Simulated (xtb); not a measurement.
xtb input (GFN2-xTB):

```bash
xtb mol.xyz --gfn 2 --ohess tight --chrg 1 --uhf 0
```
mol.xyz:
```
12

C      2.00002949     0.41645587     0.16629334
N      0.86522861    -0.52154902     0.00602796
B     -0.44389699    -0.26237765    -0.01599526
O     -1.61269542    -0.98211135    -0.09287404
O     -0.88269382     1.16720129    -0.07778188
H      1.67290732     1.37630583     0.59451860
H      2.74783815     0.00354610     0.89541037
H      2.47948335     0.56513203    -0.79323533
H      1.16238101    -1.55342683    -0.05202083
H     -1.57096840    -1.98973659    -0.03619777
H     -0.27858826     1.89426055    -0.38136096
H     -1.83397535     1.31395453    -0.16333181
```

End of the output:

```
   ------------------------------------------------------------------------

         :::::::::::::::::::::::::::::::::::::::::::::::::::::
         ::                  THERMODYNAMIC                  ::
         :::::::::::::::::::::::::::::::::::::::::::::::::::::
         :: total free energy         -17.583658432516 Eh   ::
         ::.................................................::
         :: total energy              -17.649507740434 Eh   ::
         :: zero point energy           0.095806860241 Eh   ::
         :: G(RRHO) w/o ZPVE           -0.029957552323 Eh   ::
         :: G(RRHO) contrib.            0.065849307918 Eh   ::
         :::::::::::::::::::::::::::::::::::::::::::::::::::::

optimized geometry written to: xtbopt.xyz

           -------------------------------------------------
          | TOTAL ENERGY              -17.649507740434 Eh   |
          | TOTAL ENTHALPY            -17.545700799344 Eh   |
          | TOTAL FREE ENERGY         -17.583658432516 Eh   |
          | GRADIENT NORM               0.000341446456 Eh/α |
          | HOMO-LUMO GAP               6.311335621383 eV   |
           -------------------------------------------------

------------------------------------------------------------------------
------------------------------------------------------------------------
 total:
Note: The following floating-point exceptions are signalling: IEEE_UNDERFLOW_FLAG IEEE_DENORMAL
normal termination of xtb
 SCF:
 ANC optimizer:
 analytical hessian:
```

It need not be the lowest isomer of its formula.
